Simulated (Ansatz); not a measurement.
`[CH3][Sn]([CH3])([CH3])[CH3]` and `[CH3][Sn]([CH3])([CH3])[I]` differ in one atom or group.

Ansatz, PBE0-D4/def2-TZVP geometries, multiplicity 1. 

Elements past krypton have def2 core potentials.  Spin–orbit coupling is left out; it splits and shifts lone-pair levels of the heavy atoms by tenths of an eV.

```tsv
property	`[CH3][Sn]([CH3])([CH3])[CH3]`
LUMO energy (B3LYP/def2-TZVPP) / eV	0.30
HOMO–LUMO gap (PBE/def2-TZVPP) / eV	6.32
HOMO energy (ωB97M-V/def2-TZVPP) / eV	-9.85
LUMO energy (PBE0/def2-TZVPP) / eV	0.64
HOMO–LUMO gap (ωB97M-V/def2-TZVPP) / eV	11.89
HOMO energy (PBE0/def2-TZVPP) / eV	-7.66
```

Q: Give the same properties after the change, and the shifts. (Estimate.)

A: Computed: 
```csv
property,`[CH3][Sn]([CH3])([CH3])[I]`,shift
LUMO energy (B3LYP/def2-TZVPP) / eV,-0.72,-1.02
HOMO–LUMO gap (PBE/def2-TZVPP) / eV,4.67,-1.65
HOMO energy (ωB97M-V/def2-TZVPP) / eV,-9.23,0.62
LUMO energy (PBE0/def2-TZVPP) / eV,-0.45,-1.09
HOMO–LUMO gap (ωB97M-V/def2-TZVPP) / eV,10.58,-1.31
HOMO energy (PBE0/def2-TZVPP) / eV,-7.10,0.56
```

With PBE0 the HOMO rises by 0.56 eV and the LUMO falls by 1.09 eV, so the gap narrows by about 1.65 eV. PBE moves the HOMO by 0.49 eV and ωB97M-V by 0.62 eV.

B3LYP here is the variant with VWN-RPA as its local correlation; programs differ in this.
